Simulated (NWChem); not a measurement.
All runs are NWChem calculations. System: H4F2Ga2, charge 0, spin multiplicity 1, at a geometry optimised with B3LYP/def2-SVP. The structure started from a generated list of species. Level: BP86/def2-TZVP.

Input file:

```
start mol
memory heap 200 mb stack 900 mb global 1100 mb
geometry units angstroms nocenter noautoz
  Ga     0.000000     0.000000     1.512104
  Ga     0.000000     0.000000    -1.512104
  F     -1.240339     0.000000     0.000000
  H      0.000000    -1.438640     2.107584
  H      0.000000     1.438640     2.107584
  F      1.240339     0.000000     0.000000
  H      0.000000    -1.438640    -2.107584
  H      0.000000     1.438640    -2.107584
  symmetry group D2h
end
basis spherical
  * library def2-tzvp
end
dft
  xc becke88 perdew86
  semidirect memsize 60000000 filesize 0
  iterations 100
end
task dft energy
```

NWChem printed:

```
             Northwest Computational Chemistry Package (NWChem) 7.3.0
             --------------------------------------------------------

                                NWChem Input Module
                                -------------------

 Scaling coordinates for geometry "geometry" by  1.889725989
 (inverse scale =  0.529177249)

 Turning off AUTOSYM since
 SYMMETRY directive was detected!

                             Geometry "geometry" -> ""
                             -------------------------

 Output coordinates in angstroms (scale by  1.889725989 to convert to a.u.)

  No.       Tag          Charge          X              Y              Z
 ---- ---------------- ---------- -------------- -------------- --------------
    1 Ga                  31.0000     0.00000000     0.00000000     1.51210400
    2 Ga                  31.0000     0.00000000     0.00000000    -1.51210400
    3 F                    9.0000    -1.24033900     0.00000000     0.00000000
    4 H                    1.0000     0.00000000    -1.43864000     2.10758400
    5 H                    1.0000     0.00000000     1.43864000     2.10758400
    6 F                    9.0000     1.24033900     0.00000000     0.00000000
    7 H                    1.0000     0.00000000    -1.43864000    -2.10758400
    8 H                    1.0000     0.00000000     1.43864000    -2.10758400

 Effective nuclear repulsion energy (a.u.)     560.6440796366

            Nuclear Dipole moment (a.u.)
            ----------------------------
        X                 Y               Z
 ---------------- ---------------- ----------------
     0.0000000000     0.0000000000     0.0000000000

      Symmetry information
      --------------------

 Group name             D2h
 Group number             26
 Group order               8
 No. of unique centers     3

      Symmetry unique atoms

     1    3    4


 Summary of "ao basis" -> "" (spherical)
 ------------------------------------------------------------------------------
       Tag                 Description            Shells   Functions and Types
 ---------------- ------------------------------  ------  ---------------------
 *                         def2-tzvp                  on all atoms

  perdew86 is a nonlocal functional; adding perdew81 local functional.

                                 NWChem DFT Module
                                 -----------------

 Summary of "ao basis" -> "ao basis" (spherical)
 ------------------------------------------------------------------------------
       Tag                 Description            Shells   Functions and Types
 ---------------- ------------------------------  ------  ---------------------
 Ga                        def2-tzvp                16       48   6s5p4d1f
 F                         def2-tzvp                11       31   5s3p2d1f
 H                         def2-tzvp                 4        6   3s1p

 Summary of "ao basis" -> "ao basis" (spherical)
 ------------------------------------------------------------------------------
       Tag                 Description            Shells   Functions and Types
 ---------------- ------------------------------  ------  ---------------------
 Ga                        def2-tzvp                16       48   6s5p4d1f
 F                         def2-tzvp                11       31   5s3p2d1f
 H                         def2-tzvp                 4        6   3s1p

      Symmetry analysis of basis
      --------------------------

        ag         40
[...]
 d= 0,ls=0.0,diis     9  -4052.5187374850 -1.55D-06  1.54D-06  1.46D-07    15.9
 d= 0,ls=0.0,diis    10  -4052.5187375046 -1.96D-08  2.15D-07  3.98D-09    16.5

         Total DFT energy =    -4052.518737504570
      One electron energy =    -6768.158049552475
           Coulomb energy =     2328.062757392148
    Exchange-Corr. energy =     -173.067524980792
 Nuclear repulsion energy =      560.644079636550

 Numeric. integr. density =       83.999934237839

     Total iterative time =     13.9s

                  Occupations of the irreducible representations
                  ----------------------------------------------

                     irrep           alpha         beta
                     --------     --------     --------
                     ag               11.0         11.0
                     au                1.0          1.0
                     b1g               2.0          2.0
                     b1u               9.0          9.0
                     b2g               4.0          4.0
                     b2u               5.0          5.0
                     b3g               4.0          4.0
                     b3u               6.0          6.0

                       DFT Final Molecular Orbital Analysis
                       ------------------------------------

 Vector   40  Occ=2.000000D+00  E=-3.317103D-01  Symmetry=b1u
              MO Center=  2.0D-15, -2.3D-16,  7.6D-14, r^2= 5.2D+00
   Bfn.  Coefficient  Atom+Function         Bfn.  Coefficient  Atom+Function
  ----- ------------  ---------------      ----- ------------  ---------------
     5      0.232395  1 Ga s                 53     -0.232395  2 Ga s
   104     -0.218683  3 F  pz               147     -0.218683  6 F  pz
   107     -0.176933  3 F  pz               150     -0.176933  6 F  pz
    18      0.152281  1 Ga pz                66      0.152281  2 Ga pz
   110     -0.111919  3 F  pz               153     -0.111919  6 F  pz

 Vector   41  Occ=2.000000D+00  E=-2.899360D-01  Symmetry=b3g
              MO Center=  3.7D-16,  6.0D-15, -4.3D-13, r^2= 6.5D+00
   Bfn.  Coefficient  Atom+Function         Bfn.  Coefficient  Atom+Function
  ----- ------------  ---------------      ----- ------------  ---------------
    17      0.235065  1 Ga py                65     -0.235065  2 Ga py
   129     -0.167397  4 H  s                135      0.167397  5 H  s
   172      0.167397  7 H  s                178     -0.167397  8 H  s
   130     -0.130444  4 H  s                136      0.130444  5 H  s
   173      0.130444  7 H  s                179     -0.130444  8 H  s

 Vector   42  Occ=2.000000D+00  E=-2.773331D-01  Symmetry=b2u
              MO Center=  2.2D-14,  3.7D-16,  4.1D-13, r^2= 6.0D+00
   Bfn.  Coefficient  Atom+Function         Bfn.  Coefficient  Atom+Function
  ----- ------------  ---------------      ----- ------------  ---------------
    17      0.202249  1 Ga py                65      0.202249  2 Ga py
   130     -0.159827  4 H  s                136      0.159827  5 H  s
   173     -0.159827  7 H  s                179      0.159827  8 H  s
   103     -0.154553  3 F  py               146     -0.154553  6 F  py
   129     -0.153647  4 H  s                135      0.153647  5 H  s

 Vector   43  Occ=0.000000D+00  E=-6.150431D-02  Symmetry=b3u
              MO Center= -5.5D-16, -2.4D-15, -5.5D-15, r^2= 6.8D+00
   Bfn.  Coefficient  Atom+Function         Bfn.  Coefficient  Atom+Function
  ----- ------------  ---------------      ----- ------------  ---------------
    19      0.440923  1 Ga px                67      0.440923  2 Ga px
    16      0.343719  1 Ga px                64      0.343719  2 Ga px
    10     -0.135935  1 Ga px                58     -0.135935  2 Ga px
   101      0.115912  3 F  s                144     -0.115912  6 F  s
   100      0.102473  3 F  s                143     -0.102473  6 F  s

 Vector   44  Occ=0.000000D+00  E=-2.677389D-02  Symmetry=ag
              MO Center=  2.7D-17, -2.1D-16, -6.1D-16, r^2= 5.8D+00
   Bfn.  Coefficient  Atom+Function         Bfn.  Coefficient  Atom+Function
  ----- ------------  ---------------      ----- ------------  ---------------
     6      0.505028  1 Ga s                 54      0.505028  2 Ga s
    21     -0.329354  1 Ga pz                69      0.329354  2 Ga pz
     5      0.326965  1 Ga s                 53      0.326965  2 Ga s
   101     -0.299951  3 F  s                144     -0.299951  6 F  s
   130     -0.289982  4 H  s                136     -0.289982  5 H  s

 Vector   45  Occ=0.000000D+00  E=-1.870836D-02  Symmetry=b2g
              MO Center= -1.7D-14,  9.9D-16, -4.9D-15, r^2= 7.4D+00
   Bfn.  Coefficient  Atom+Function         Bfn.  Coefficient  Atom+Function
  ----- ------------  ---------------      ----- ------------  ---------------
    19      0.591234  1 Ga px                67     -0.591234  2 Ga px
    16      0.303914  1 Ga px                64     -0.303914  2 Ga px
   104      0.145960  3 F  pz               147     -0.145960  6 F  pz
   110      0.123646  3 F  pz               153     -0.123646  6 F  pz
    10     -0.116831  1 Ga px                58      0.116831  2 Ga px

 center of mass
 --------------
 x =   0.00000000 y =   0.00000000 z =   0.00000000

 moments of inertia (a.u.)
 ------------------
        1219.310271641021           0.000000000000           0.000000000000
           0.000000000000        1398.264544098701           0.000000000000
           0.000000000000           0.000000000000         238.544775046857

     Multipole analysis of the density
     ---------------------------------

     L   x y z        total         alpha         beta         nuclear
     -   - - -        -----         -----         ----         -------
     0   0 0 0      0.000000    -42.000000    -42.000000     84.000000

     1   1 0 0      0.000000      0.000000      0.000000      0.000000
     1   0 1 0      0.000000      0.000000      0.000000      0.000000
     1   0 0 1      0.000000      0.000000      0.000000      0.000000

     2   2 0 0    -33.885998    -66.387840    -66.387840     98.889681
     2   1 1 0      0.000000      0.000000      0.000000      0.000000
     2   1 0 1     -0.000000     -0.000000     -0.000000      0.000000
     2   0 2 0    -35.657178    -32.610546    -32.610546     29.563914
     2   0 1 1      0.000000      0.000000      0.000000      0.000000
     2   0 0 2    -31.364102   -300.524547   -300.524547    569.684993

 Task  times  cpu:       16.7s     wall:       16.7s

 Total times  cpu:       16.7s     wall:       16.7s
```
